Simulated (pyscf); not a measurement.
H₃C–B(CH₃)–CH₃ (SMILES CB(C)C) → H₃C–BH–CH₂–CH₃ (SMILES CBCC), a concerted two-bond exchange (singlet surface; B–C, C–H broken, C–C, B–H formed). Structures and frequencies: ωB97X-D3(BJ)/def2-SVP in PySCF. Correlated levels are frozen-core, on RHF or UHF. ΔMP2 is the change of the MP2 total energy from the triple- to the quadruple-zeta basis. Energies in kcal/mol from the reactant's lowest minimum found.

Small-basis levels: PySCF, no dispersion term, spherical d functions. 

**Question.** Quick B3LYP/6-31G* single points give ΔE‡ = 68.5 kcal/mol and ΔE = +12.3 kcal/mol. What does CCSD(T)/def2-TZVPP + ΔMP2(QZVPP) give, and how far is the quick result from it?

**Answer.** CCSD(T)/def2-TZVPP + ΔMP2(QZVPP) gives ΔE‡ = 71.0 kcal/mol and ΔE = +13.8 kcal/mol. B3LYP/6-31G* lies 2.5 kcal/mol under it in the barrier and 1.5 kcal/mol under it in the reaction energy, so on this step it holds to within 3.0 kcal/mol. CCSD(T)/def2-TZVPP + ΔMP2(QZVPP) has limits of its own. This is the saddle that the search found; another between the same sides may lie lower. The CCSD(T) − MP2 part came from Ansatz, without density fitting, on the same reference.
